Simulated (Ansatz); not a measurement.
**Ligand exchange: C3H4F4 + C2H7FSi2 → C3H5F3 + C2H6F2Si2**

Gas-phase species: C3H4F4 `CC(F)C(F)(F)F`, singlet; C2H7FSi2 `C=C[SiH2][SiH2]F`, singlet; C3H5F3 `CC(F)C(F)F`, singlet; C2H6F2Si2 `C=C[SiH2][SiH](F)F`, singlet. The partners trade F for H: C–F and Si–H bonds give way to C–H and Si–F.

Shapes, held fixed at every level: PBE0-D4/def2-TZVP. Flexible molecules stand in one conformer, not always the lowest. Programs: Ansatz 0.2.0. Electronic energies: no zero-point or thermal term.

| level | kind | ΔE (kJ/mol) | less CCSD(T)/CBS estimate |
| --- | --- | --- | --- |
| r2SCAN-D4/def2-TZVPP | meta-GGA | -167.4 | +13.1 |
| B3LYP-D4/def2-TZVPP | global hybrid | -176.5 | +4.0 |
| wB97M-V/def2-TZVPP | range-separated hybrid | -170.4 | +10.1 |
| wB97X-V/def2-TZVPP | range-separated hybrid | -167.6 | +12.9 |
| CCSD(T)/def2-TZVPP | coupled cluster or CI | -173.8 | +6.7 |
| CCSD/def2-TZVPP | coupled cluster or CI | -175.4 | +5.1 |
| CCSD(T)/CBS estimate | coupled cluster or CI | -180.5 | 0.0 |

The highest level, CCSD(T)/CBS estimate, gives ΔE = -180.5 kJ/mol; the levels span -180.5 to -167.4. The column of differences is taken from that level and isn't an error. No measured value is set beside it here. The CBS estimate extrapolates MP2 from def2-TZVPP and def2-QZVPP and adds CCSD(T) − MP2 in the triple-zeta set, cores frozen. CCSD(T)/CBS estimate lies outside the range of the other correlated levels here, so it shouldn't be taken on trust.
